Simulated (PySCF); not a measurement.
Species: CF3SO2Cl.
Numbering: `[O:1]=[S:2](=[O:3])([Cl:4])[C:5]([F:6])([F:7])[F:8]`

Torsions of this conformer, `[O:1]=[S:2](=[O:3])([Cl:4])[C:5]([F:6])([F:7])[F:8]`: O1–S2–C5–F6 -71°.

The closed-shell ground state was solved at several levels (PySCF, density fitting, gas phase, non-relativistic). Isolated species at its PBE0-D3(BJ)/def2-SVP geometry, gas phase.

```csv
level,basis functions,total energy (Eh),HOMO (eV),LUMO (eV),gap (eV),dipole (D)
"PBE0/6-311+G(2d,p)",232,-1345.8455,-9.87,-2.59,7.28,1.78
mPW1PW91/pcSseg-1,150,-1346.2331,-9.95,-2.60,7.35,1.78
PBE0/6-31G*,120,-1345.5830,-9.69,-2.37,7.32,1.94
PBE0/6-31G,80,-1345.1879,-10.14,-3.56,6.58,2.18
```

Q: What might PBE0/STO-3G (48 basis functions) give for the same quantities?

A: Total energy -1329.1641 Eh, HOMO -5.07 eV, LUMO 0.98 eV, gap 6.05 eV, dipole 2.96 D.

Q: Over all these levels, which gives the widest orbital gap and which the narrowest?

A: mPW1PW91/pcSseg-1 (global hybrid, 25 % exact exchange) has the widest, 7.35 eV, and PBE0/STO-3G (global hybrid, 25 % exact exchange) the narrowest, 6.05 eV. Functional and basis both differ between the two, so the spread mixes both effects.

Q: How much does the basis alone move the frontier levels among the 4 PBE0 rows (the withheld one included)?

A: The HOMO by 5.07 eV and the LUMO by 4.54 eV. By rising basis size (HOMO, LUMO in eV): STO-3G -5.07, 0.98; 6-31G -10.14, -3.56; 6-31G* -9.69, -2.37; 6-311+G(2d,p) -9.87, -2.59.

Q: How far do the dipole and the HOMO energy spread over the levels?

A: The dipole runs from 1.78 to 2.96 D (mean 2.13 D) and the HOMO from -10.14 to -5.07 eV.
